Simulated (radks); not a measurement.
Species: Tl LVI. Configuration: [Ar] 3d8. All-electron calculation, Dirac Kohn-Sham, PBE, spin-unpolarised, spherical densities, point nucleus; open shells are shared between the two j in proportion to 2j + 1. Program: a radial shooting solver on a logarithmic mesh with Libxc functionals.

Unscreened Slater integrals over Kohn-Sham orbitals (hartree). Large and small components are both included. Empty in this configuration: 4s1/2.

integral,value
"F0(3d5/2,3d5/2)",5.7793
"F2(3d5/2,3d5/2)",2.9804
"F4(3d5/2,3d5/2)",1.9261
"F0(3d5/2,3d3/2)",5.8599
"F2(3d5/2,3d3/2)",3.0047
"G2(3d5/2,3d3/2)",2.9357
"G4(3d5/2,3d3/2)",1.8961
"F0(3d5/2,3p3/2)",5.3503
"F2(3d5/2,3p3/2)",2.5558
"G1(3d5/2,3p3/2)",2.6852
"G3(3d5/2,3p3/2)",1.8041
"F0(3d5/2,3p1/2)",5.6130
"G3(3d5/2,3p1/2)",2.0019
"F0(3d5/2,4s1/2)",3.3409
"G2(3d5/2,4s1/2)",0.32559
"F0(3d3/2,3d3/2)",5.9454
"F2(3d3/2,3d3/2)",3.0349
"F0(3d3/2,3p3/2)",5.4128
"F2(3d3/2,3p3/2)",2.5451
"G1(3d3/2,3p3/2)",2.6237
"G3(3d3/2,3p3/2)",1.7621
"F0(3d3/2,3p1/2)",5.6867
"G1(3d3/2,3p1/2)",3.0722
"F0(3d3/2,4s1/2)",3.3594
"G2(3d3/2,4s1/2)",0.32140
"F0(3p3/2,3p3/2)",5.1026
"F2(3p3/2,3p3/2)",2.5390
"F0(3p3/2,3p1/2)",5.3136
"G2(3p3/2,3p1/2)",2.5401
"F0(3p3/2,4s1/2)",3.2698
"G1(3p3/2,4s1/2)",0.34431
"F0(3p1/2,3p1/2)",5.5664
"F0(3p1/2,4s1/2)",3.3291
"G1(3p1/2,4s1/2)",0.34859
"F0(4s1/2,4s1/2)",2.6762
